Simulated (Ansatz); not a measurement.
Start from `CBOCO` and change one atom or group to get `N[SiH2]OCO`.

Ansatz, PBE0-D4/def2-TZVP geometries, multiplicity 1. Each molecule was computed in one conformer, which needn't be the lowest.

| property | `CBOCO` |
| --- | --- |
| HOMO–LUMO gap (ωB97M-V/def2-TZVPP) / eV | 12.82 |
| LUMO energy (B3LYP/def2-TZVPP) / eV | -0.13 |
| HOMO–LUMO gap (B3LYP/def2-TZVPP) / eV | 8.14 |
| size of the dipole moment (ωB97M-V/def2-TZVPP) / D | 1.12 |
| HOMO energy (PBE/def2-TZVPP) / eV | -6.95 |
| HOMO energy (ωB97M-V/def2-TZVPP) / eV | -10.83 |

Task: What does the change do to each property? (An estimate is asked.)

Result: Computed: 
```json
{"property": "HOMO–LUMO gap (ωB97M-V/def2-TZVPP) / eV", "`N[SiH2]OCO`": "12.30", "shift": "-0.52"}
{"property": "LUMO energy (B3LYP/def2-TZVPP) / eV", "`N[SiH2]OCO`": "0.44", "shift": "0.57"}
{"property": "HOMO–LUMO gap (B3LYP/def2-TZVPP) / eV", "`N[SiH2]OCO`": "7.86", "shift": "-0.28"}
{"property": "size of the dipole moment (ωB97M-V/def2-TZVPP) / D", "`N[SiH2]OCO`": "1.85", "shift": "0.73"}
{"property": "HOMO energy (PBE/def2-TZVPP) / eV", "`N[SiH2]OCO`": "-6.19", "shift": "0.76"}
{"property": "HOMO energy (ωB97M-V/def2-TZVPP) / eV", "`N[SiH2]OCO`": "-10.09", "shift": "0.74"}
```

With PBE0 the HOMO rises by 0.79 eV and the LUMO rises by 0.62 eV, so the gap narrows by about 0.17 eV. PBE moves the HOMO by 0.76 eV and ωB97M-V by 0.74 eV. Dipoles are sizes alone; their direction can turn.

B3LYP here is the variant with VWN-RPA as its local correlation; programs differ in this.
